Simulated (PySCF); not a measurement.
Atomic charges by several schemes

Species: C2H9PSSi2.
Z-matrix (Å and degrees, GFN2-xTB geometry), rows numbered from 1:
```
C 
C   1  1.5220
S   2  1.8358  1  113.66
Si  3  2.1494  2  101.92  1   -75.28
P   4  2.2353  3  113.85  2    57.28
Si  1  1.9153  2  115.28  3    78.48
H   1  1.0921  2  107.58  3  -160.93
H   1  1.0918  2  108.53  3   -46.17
H   2  1.0903  1  111.94  3  -122.68
H   2  1.0905  1  110.64  3   116.08
H   4  1.4620  3  107.51  2   -62.25
H   4  1.4532  3  102.92  2   177.60
H   5  1.3815  4   95.00  3    55.21
H   6  1.4636  1  108.31  2  -176.30
H   6  1.4674  1  108.28  2    62.08
```

Density: PBE0/pcSseg-1 (PySCF); schemes: Mulliken, IAO, Hirshfeld and ESP-fitted. Isolated species at its GFN2-xTB geometry (one conformer only).

**Question.** Do the Mulliken, IAO, Hirshfeld and ESP-fitted schemes agree on where the charge is lowest?

**Answer.** The schemes don't all agree: Mulliken C1 (-0.497); IAO C1 (-0.540); Hirshfeld C1 (-0.163); ESP-fitted P5 (-0.395).

**Question.** At which atom do the 4 schemes differ most?

**Answer.** At C1: from -0.540 (IAO) to -0.163 e (Hirshfeld), 0.377 e apart.

**Question.** Tabulate the Mulliken, IAO, Hirshfeld and ESP-fitted charges.

**Answer.** In e:

```tsv
atom	environment	Mulliken	IAO	Hirshfeld	ESP-fitted
C1	sp3 carbon bound to silicon	-0.497	-0.540	-0.163	-0.200
C2	sp3 carbon bound to sulfur	-0.340	-0.321	-0.066	-0.070
S3	sulfur bonded to C and Si	-0.259	-0.196	-0.104	-0.348
Si4	SiH2 silicon	+0.391	+0.500	+0.253	+0.339
P5	three-coordinate phosphorus	-0.345	-0.227	-0.078	-0.395
Si6	SiH2 silicon	+0.449	+0.573	+0.286	+0.345
H7	methylene hydrogen	+0.152	+0.155	+0.045	+0.062
H8	methylene hydrogen	+0.160	+0.156	+0.036	+0.092
H9	methylene hydrogen	+0.164	+0.143	+0.039	+0.070
H10	methylene hydrogen	+0.169	+0.165	+0.048	+0.140
H11	Si–H hydrogen	-0.023	-0.113	-0.075	-0.041
H12	Si–H hydrogen	-0.031	-0.088	-0.065	-0.012
H13	P–H hydrogen	+0.086	+0.005	-0.007	+0.149
H14	Si–H hydrogen	-0.044	-0.100	-0.072	-0.076
H15	Si–H hydrogen	-0.032	-0.112	-0.077	-0.055
```

Mean size of the charges over all atoms: IAO 0.226 e, Mulliken 0.209 e, ESP-fitted 0.160 e, Hirshfeld 0.094 e. Each set sums to the total charge, 0, to within 0.001 e. The Mulliken scheme gives each basis function's population to the atom it is centred on and halves the overlap population of two atoms between them. The ESP scheme fits charges at the nuclei, held to the total charge, to the electrostatic potential on points at 1.4 to 2.0 times the van der Waals radii.

**Question.** How many electrons does the Mulliken scheme count on P5?

**Answer.** Z − q = 15 − (-0.345) = 15.345.

**Question.** How closely do the schemes follow one another over all atoms?

**Answer.** Correlation coefficient and root-mean-square difference: Mulliken with IAO 0.97, 0.071 e; IAO with Hirshfeld 0.96, 0.170 e; Mulliken with ESP-fitted 0.90, 0.119 e; Mulliken with Hirshfeld 0.88, 0.163 e; Hirshfeld with ESP-fitted 0.85, 0.119 e; IAO with ESP-fitted 0.84, 0.155 e.
